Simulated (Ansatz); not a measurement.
Isolated molecules relaxed with PBE0-D4/def2-TZVP in Ansatz; ΔE leaves out vibrations. CCSD(T)/CBS is the MP2 limit (def2-TZVPP, def2-QZVPP) plus CCSD(T) − MP2 in def2-TZVPP, frozen cores. DFT in def2-TZVPP. HSE06 is defined as in plane-wave codes. For Ge outer-core shells are correlated without core-valence functions, which leaves a few kJ/mol of doubt a bond. Scalar relativity is left out up to krypton. One conformer a species, not always the lowest.

Consider the redistribution: `[BH2][GeH2][OH]` + `C[Si](C)(P)Cl` → `[BH2][GeH2][PH2]` + `C[Si](C)(O)Cl`.

| level | ΔE (kJ/mol) | difference from CCSD(T)/CBS |
| --- | --- | --- |
| PBE-D4 | -89.3 | 5.1 |
| r2SCAN-D4 | -96.7 | -2.3 |
| B97M-V | -92.2 | 2.2 |
| HSE06-D4 | -92.7 | 1.7 |
| r2SCANh | -98.4 | -4.0 |
| HSE06 | -94.5 | -0.1 |
| LC-ωPBE | -91.7 | 2.7 |
| HF/def2-SVP | -93.4 | 1.0 |
| CCSD/def2-SVP | -88.0 | 6.4 |
| CCSD(T)/def2-SVP | -86.9 | 7.5 |
| HF/def2-TZVPP | -98.4 | -4.0 |
| MP2/def2-TZVPP | -94.5 | -0.1 |
| CCSD(T)/def2-TZVPP | -94.4 | 0.0 |
| SCS-MP2/def2-QZVPP | -91.9 | 2.5 |
| MP2/CBS(def2) | -94.4 | 0.0 |
| CCSD/CBS(def2) | -95.7 | -1.3 |
| CCSD(T)/CBS | -94.4 | 0 |

What do rigid-rotor, harmonic-oscillator terms from PBE0-D4/def2-TZVP frequencies (298.15 K, 1 bar) make of the CCSD(T)/CBS value? (Best estimate.)

Ansatz gave: ΔZPE = +0.9 kJ/mol, ΔH = -93.4 kJ/mol, ΔS = 6 J/(mol·K), ΔG = -95.3 kJ/mol.

Largest T1 diagnostic among the species: 0.013.

In def2-TZVPP, CCSD(T) changes the Hartree–Fock value by +3.9 kJ/mol (the triples alone add +1.3 kJ/mol) and MP2 by +3.9 kJ/mol. Leaving LDA and LC-ωPBE aside and taking each functional with its dispersion term where it has one, the values, not all of them listed here, spread over 12.5 kJ/mol, from r2SCAN0-D4 to revPBE-D4. LDA lies −6.7 kJ/mol from PBE without D4. From BLYP to BHLYP (50 % exact exchange), in def2-TZVPP and without D4, ΔE moves by −5.3 kJ/mol.
